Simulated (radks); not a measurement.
All-electron calculation, scalar-relativistic Kohn-Sham, LB94 model potential, spin-polarised, spherical densities, finite nucleus; open shells are filled with parallel spins first (spin-orbit coupling, left out, can overturn this in heavy ions); Fermi nuclear charge, rms radius of each element as measured or else 0.836 A^(1/3) + 0.57 fm. Program: a radial shooting solver on a logarithmic mesh with Libxc functionals. Response by self-consistent Sternheimer equations with the Hartree and adiabatic LDA kernel, the relativistic mass of each level held fixed and spin-orbit coupling left out. For heavy and open-shell atoms this level of theory can miss by tens of per cent. Rank Os5+, Os2+, Os, Os3+, Os6+, Os4+, Os+ (NIST ground configurations) by static dipole polarisability, largest first.

Answer. Os 42.37, Os+ 23.67, Os2+ 10.64, Os3+ 7.014, Os4+ 4.788, Os5+ 3.392, Os6+ 2.473 bohr^3.
